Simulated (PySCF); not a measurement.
PySCF 2.14 output of a UHF calculation on a single atom or ion in aug-cc-pVTZ-PP with one added diffuse shell each of s, p, d, f, g type with ECP10MDF (7s7p6d4f3g, 113 functions), with a scalar-relativistic core potential:

```
SCF conv_tol = 1e-09
number electrons alpha = 9  beta = 7
cycle= 1 E= -194.053161815099  delta_E= -0.00886  |g|= 0.0388  |ddm|= 0.0336
cycle= 2 E= -194.053315609491  delta_E= -0.000154  |g|= 0.00551  |ddm|= 0.00654
cycle= 3 E= -194.053319370542  delta_E= -3.76e-06  |g|= 0.000839  |ddm|= 0.00203
cycle= 4 E= -194.053319483616  delta_E= -1.13e-07  |g|= 0.000276  |ddm|= 0.00054
cycle= 5 E= -194.053319506986  delta_E= -2.34e-08  |g|= 5.12e-05  |ddm|= 0.000229
cycle= 6 E= -194.053319507897  delta_E= -9.1e-10  |g|= 5e-06  |ddm|= 5.1e-05
converged SCF energy = -194.053319507897  <S^2> = 2.002552  2S+1 = 3.0017008
```

The run itself started from symmetry-adapted Hartree-Fock orbitals and held the occupation by maximum overlap, so the iterations belong to that start.

Task: Which element, charge and spin multiplicity is this?

Result: Cu(3+) (copper, charge +3), multiplicity 3; the state was [Ar] 3d8, high-spin 3F determinant.

Energies and moments cover only the electrons outside the core potential.
